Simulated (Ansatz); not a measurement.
Consider the cleavage of the Si–Ge bond: `S[SiH2][GeH3]` + CH₃OH → `CO[SiH2]S` + GeH₄.

Computed with Ansatz on PBE0-D4/def2-TZVP structures; ΔE is electronic, products minus reactants. CCSD(T)/CBS is the MP2 limit (def2-TZVPP, def2-QZVPP) plus CCSD(T) − MP2 in def2-TZVPP, frozen cores. This one scheme is used for every species. Functionals use def2-TZVPP. B3LYP here is the variant with VWN-RPA as its local correlation; programs differ in this. HSE06 is defined as in plane-wave codes. For Ge outer-core shells are correlated without core-valence functions, which leaves a few kJ/mol of doubt a bond. Scalar relativity is left out up to krypton. Each species was taken in one conformer, which may not be the lowest.

| level | ΔE (kJ/mol) |
| --- | --- |
| PBE0-D4 | -66.4 |
| HSE06-D4 | -66.0 |
| B2PLYP | -84.7 |
| PBE-QIDH | -76.8 |
| B3LYP | -81.2 |
| r2SCAN0 | -78.5 |
| RPA@PBE/def2-TZVPP | -81.4 |
| HF/def2-QZVPP | -101.6 |

Question: What does CCSD(T)/CBS give? (Estimate.)

Answer: Computed: -78.3 kJ/mol. The listed levels differ from it by 11.9, 12.3, -6.4, 1.5, -2.9, -0.2, -3.1, -23.3 kJ/mol.

Largest T1 diagnostic among the species: 0.012.

From PBE to PBE0 (25 % exact exchange), in def2-TZVPP and without D4, ΔE moves by −4.7 kJ/mol. Leaving LDA and LC-ωPBE aside and taking each functional with its dispersion term where it has one, the values, not all of them listed here, spread over 26.6 kJ/mol, from CAM-B3LYP-D4 to PBE-D4. LDA lies −7.9 kJ/mol from PBE without D4.
